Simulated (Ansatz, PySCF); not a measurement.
Molecule: C3H6O2 (charge 0, singlet). SMILES: O=COCC
Structure (B3LYP-D3(BJ)/def2-TZVP (Ansatz, a first-principles code) minimum search):
```
C
H 1 1.0907
H 1 1.0907 2 107.81
O 1 1.4497 2 108.43 3 -117.21
C 4 1.3360 1 116.26 2 58.40
O 5 1.1996 4 126.06 1 0.00
H 5 1.0986 6 124.78 4 180.00
C 1 1.5097 2 112.21 3 124.05
H 8 1.0905 1 110.97 2 179.56
H 8 1.0905 9 108.48 1 122.15
H 8 1.0913 9 108.35 10 117.43
```
Charge 0, spin multiplicity 1.

B3LYP/6-31G* beside other levels, property by property. Conventions: atomisation electronic, to ground-state atoms; dispersion terms only where a functional's name holds one; non-relativistic; open shells spin-unrestricted; six Cartesian d functions in 6-31G* and its kin unless marked 5d; LANL2DZ all-electron up to Ne; frozen cores in correlated levels; no spin-orbit coupling. Basis-set limits of correlation are two-point, X^-3; Hartree-Fock from the larger set. [CCSD(T)-MP2]/basis is that difference in the basis named. First-principles rows: single points at B3LYP-D3(BJ) geometries (Ansatz), with unscaled harmonic terms from B3LYP/6-31G* (Ansatz) at its own minima, enthalpies of formation by atomisation with measured atoms.

Measured values: NIST CCCBDB, as tabulated in the package chemicals; dipoles are vibrational averages and may belong to another conformer or a mix. Coupled cluster (Ansatz) is a level with limits of its own, used here on species with T1 under 0.025 (0.045 for open shells) and stable references: RI-MP2/CBS(aug-cc-pVTZ,aug-cc-pVQZ)+[CCSD(T)-MP2]/aug-cc-pVTZ.

| property | B3LYP/6-31G* (Ansatz) | PBE/6-31G* (Ansatz) | BP86/def2-SVP (PySCF) | B3LYP/LANL2DZ (Ansatz) | to compare with |
|---|---|---|---|---|---|
| size of the dipole moment (D) | 2.09 | 2.09 | 2.05 | 2.20 | 1.98 measured |
| enthalpy of formation at 298 K (kcal/mol) | -89.3 | -128.1 | -139.1 | -25.9 | -92.5 coupled cluster |
| atomisation energy (kcal/mol) | 1079.4 | 1118.3 | 1129.2 | 1016.0 | 1082.7 coupled cluster |

As the rows show:
- size of the dipole moment: B3LYP/6-31G* lies 0.11 D above the measured value.
- enthalpy of formation at 298 K: B3LYP/6-31G* lies 3.2 kcal/mol above coupled cluster.
- atomisation energy: B3LYP/6-31G* lies 3.3 kcal/mol below coupled cluster.

The properties are those with a value to compare with, at most eight drawn at random. No case is left out for the size of its miss. Left out are saddle points of the reference geometry, anions that the best level run finds unbound, excited spin states, species near biochemistry, 298 K rows of species without real B3LYP wavenumbers, cases with under five habitual levels, runs that failed or that the program found above a lower state of the same kind, table entries that another table contradicts, and a share of species set aside by lot.
